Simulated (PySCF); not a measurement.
Nonlinear optical response: `C=CC1=CC/C1=C/C`, C₈H₁₀

Cartesian coordinates in Å; atom numbers follow the order of the lines, from 1:
```xyz
18

C     1.3194   -1.9985    0.4322
C     0.0060   -1.9113    0.2568
C    -0.6903   -0.7804   -0.3132
C    -1.8185   -0.7035   -1.0540
C    -1.7071    0.7822   -1.2754
C    -0.4733    0.6773   -0.3825
C     0.2886    1.6114    0.1645
C     1.3869    1.4006    1.1543
H     1.7779   -2.8874    0.8317
H     1.9836   -1.1964    0.1600
H    -0.6280   -2.7593    0.4917
H    -2.5398   -1.4206   -1.4000
H    -1.5062    1.0826   -2.3040
H    -2.5200    1.3917   -0.8782
H     0.1045    2.6426   -0.1142
H     1.3321    2.1605    1.9326
H     1.3142    0.4197    1.6140
H     2.3612    1.4951    0.6722
```

Computed, not measured: PySCF, quadratic response PBE0/def2-SVPD first hyperpolarisability, Taylor convention, gas phase. Geometry: GFN2-xTB.

Q: Give β for the processes computed.

A: In au, Taylor convention; the vector part is βᵢ = ⅓ Σⱼ (βᵢⱼⱼ + βⱼᵢⱼ + βⱼⱼᵢ); β∥ is 3/5 of the vector part along the dipole, the dipole points from − to +:
| process | λ (nm) | β vector norm | β∥ | β HRS | depolarisation ratio |
| --- | --- | --- | --- | --- | --- |
| static β(0;0,0) | ∞ | 146.1 | -78.7 | 68.7 | 3.56 |
| second harmonic β(−2ω;ω,ω) | 1550 | 170.0 | -91.2 | 79.9 | 3.63 |
| Pockels β(−ω;ω,0) | 1550 | 153.4 | -82.5 | – | – |
| second harmonic β(−2ω;ω,ω) | 1064 | 205.4 | -109.4 | 96.6 | 3.72 |
| Pockels β(−ω;ω,0) | 1064 | 162.4 | -87.2 | – | – |
| second harmonic β(−2ω;ω,ω) | 694.3 | 384.7 | -199.5 | 183.2 | 3.88 |
| Pockels β(−ω;ω,0) | 694.3 | 189.5 | -101.2 | – | – |

Q: Which lowest excitations, dipole and polarisabilities go with it?

A: S1 4.78 eV (f = 0.143); S2 5.51 eV (f = 0.169); S3 5.74 eV (f = 0.267); dipole 0.11 D; isotropic α 98.4 au static, 99.0 au at 1550 nm, 99.8 au at 1064 nm, 101.2 au at 775 nm, 101.9 au at 694.3 nm, 104.9 au at 532 nm, 118.6 au at 347.1 nm.
